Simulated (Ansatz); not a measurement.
Consider the ligand exchange at a Ti–N bond: `[NH2][Ti]([F])([F])[Cl]` + HI → `[F][Ti]([F])([Cl])[I]` + NH₃.

Computed with Ansatz on PBE0-D4/def2-TZVP structures; ΔE is electronic, products minus reactants. CCSD(T)/CBS is the MP2 limit (def2-TZVPP, def2-QZVPP) plus CCSD(T) − MP2 in def2-TZVPP, frozen cores. This one scheme is used for every species. Functionals use def2-TZVPP. def2 core potentials past Kr. For I, Ti outer-core shells are correlated without core-valence functions, which leaves a few kJ/mol of doubt a bond. Scalar relativity is left out up to krypton. One conformer a species, not always the lowest.

`[NH2][Ti]([F])([F])[Cl]`:

Z-matrix (Å, degrees):
```
Ti
F 1 1.748
F 1 1.748 2 114.7
N 1 1.846 2 107.2 3 118.9
Cl 1 2.204 2 109.0 3 -122.5
H 4 1.011 1 124.4 2 29.8
H 4 1.011 1 124.4 2 -153.3
```

HI:

Z-matrix (Å, degrees):
```
I
H 1 1.610
```

`[F][Ti]([F])([Cl])[I]`:

Cartesian coordinates in Å:
```
F 1.000 0.706 1.350
Ti 0.158 -0.012 0.015
F 1.201 -0.062 -1.368
Cl -0.468 -2.022 0.536
I -1.890 1.390 -0.533
```

NH₃:

Cartesian coordinates in Å:
```
N 0.020 0.138 0.245
H -0.859 -0.358 0.163
H 0.081 0.768 -0.545
H 0.758 -0.547 0.137
```

(1) Is it downhill or uphill in electronic energy at CCSD(T)/CBS, and by how much? (Best estimate.)

(2) What do these levels give: LDA (SPW92), BLYP-D4, r2SCANh-D4, B2PLYP, PBE-QIDH, BLYP, LC-ωPBE, RPA@PBE/def2-TZVPP, MP2/def2-SVP, CCSD/def2-SVP, HF/def2-TZVPP, MP2/def2-QZVPP? (An estimate is asked.)

Largest T1 diagnostic among the species: 0.024, so the coupled-cluster value is less sure than usual.

## Answers

(1) Ansatz gave: Downhill: ΔE = -14.3 kcal/mol.

(2) The calculation gave: LDA (SPW92) -14.1, BLYP-D4 -14.4, r2SCANh-D4 -15.5, B2PLYP -15.9, PBE-QIDH -16.2, BLYP -13.8, LC-ωPBE -11.1, RPA@PBE/def2-TZVPP -13.8, MP2/def2-SVP -14.4, CCSD/def2-SVP -8.6, HF/def2-TZVPP -10.8, MP2/def2-QZVPP -17.9 kcal/mol.

At CCSD(T), def2-SVP lies +2.6 kcal/mol from the extrapolated value and def2-TZVPP +0.5 kcal/mol. From r2SCAN to r2SCAN0 (25 % exact exchange), in def2-TZVPP and without D4, ΔE moves by +1.0 kcal/mol. Leaving LDA and LC-ωPBE aside and taking each functional with its dispersion term where it has one, the values, not all of them listed here, spread over 4.8 kcal/mol, from PBE-QIDH to CAM-B3LYP-D4. LDA lies +1.1 kcal/mol from PBE without D4.
